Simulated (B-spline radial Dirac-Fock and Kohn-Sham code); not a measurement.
# Relativistic shifts of the levels of Ni¹⁸⁺

System: Ni¹⁸⁺, configuration 1s2 2s2 2p6.

Both columns are ΔSCF binding energies of the configuration average from a radial finite-basis atomic code: non-relativistic Hartree-Fock with a point nucleus, and Dirac-Fock with a finite nucleus and the Coulomb interaction alone, averaged over the two j levels with weights 2j+1.

```
shell  Hartree-Fock (eV)  Dirac-Fock (eV)  shift (eV)  shift (%)
   1s             8976.7           9069.0      +92.33      +1.03
   2s             1669.3           1691.1      +21.73      +1.30
   2p             1539.5           1545.4       +5.90      +0.38
```

Relativity binds 1s, 2s, 2p more strongly, among those listed most of all 2s in relative terms.

Values without a named source are computed, but for edge energies of neutral atoms, which are taken from tables.
